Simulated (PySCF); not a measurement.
# Pt: excitation energy

Pt [Xe] 4f14 5d9 6s1 (3D) → Pt [Xe] 4f14 5d8 6s1 7s1 (5F), as a difference of total energies. All numbers are calculated (PySCF 2.14, a scalar-relativistic core potential, in aug-cc-pVTZ-PP with one added diffuse shell each of s, p, d, f, g type with ECP60MDF (7s7p6d4f3g, 113 functions)). Correlated levels: valence: 5s2 5p6 frozen. The calculations carry no spin-orbit coupling.

```json
{"method": "UHF", "excitation energy (eV)": "5.374"}
{"method": "LDA", "excitation energy (eV)": "7.721"}
{"method": "PBE", "excitation energy (eV)": "7.240"}
{"method": "PBE0", "excitation energy (eV)": "7.009"}
{"method": "r2SCAN", "excitation energy (eV)": "6.963"}
{"method": "PBEsol", "excitation energy (eV)": "7.340"}
{"method": "M06", "excitation energy (eV)": "7.715"}
{"method": "TPSSh", "excitation energy (eV)": "6.935"}
{"method": "MP2 (valence)", "excitation energy (eV)": "7.312"}
{"method": "SCS-MP2 (valence)", "excitation energy (eV)": "7.323"}
```

Task: How much does correlation contribute at MP2 (valence)?

Result: 7.312 − (5.374) = 1.938 eV, measured against UHF.

The promoted electron is Rydberg-like, and one or two diffuse shells describe it only roughly, which tends to raise the upper state.
